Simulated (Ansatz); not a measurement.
Gas-phase electronic energies from Ansatz, PBE0-D4/def2-TZVP geometries. CCSD(T)/CBS adds triple-zeta CCSD(T) − MP2 to the extrapolated MP2 energy (def2 sets, frozen cores). This one scheme is used for every species. Functionals use def2-TZVPP. For Se outer-core shells are correlated without core-valence functions, which leaves a few kJ/mol of doubt a bond. Scalar relativity is left out up to krypton. Each species was taken in one conformer, which may not be the lowest.

Reaction (ligand exchange at the Se–C bond): `CC[Se]C` + PH₃ → `C[Se]P` + `CC`

CCSD(T)/CBS gives -0.60 eV.

(1) Another level gave -0.50 eV. Which?
A. revPBE/def2-TZVPP
B. HF/def2-TZVPP
C. CCSD(T)/def2-TZVPP
D. RPA@PBE/def2-TZVPP

Largest T1 diagnostic among the species: 0.013.

Results:

(1) D. RPA@PBE/def2-TZVPP -0.50, CCSD(T)/def2-TZVPP -0.54, revPBE -0.70, HF/def2-TZVPP -0.64 eV.

Leaving LDA and LC-ωPBE aside and taking each functional with its dispersion term where it has one, the values, not all of them listed here, spread over 0.07 eV, from HSE06-D4 to ωB97X-V. LDA lies +0.07 eV from PBE without D4. At CCSD(T), def2-SVP lies +0.07 eV from the extrapolated value and def2-TZVPP +0.06 eV.
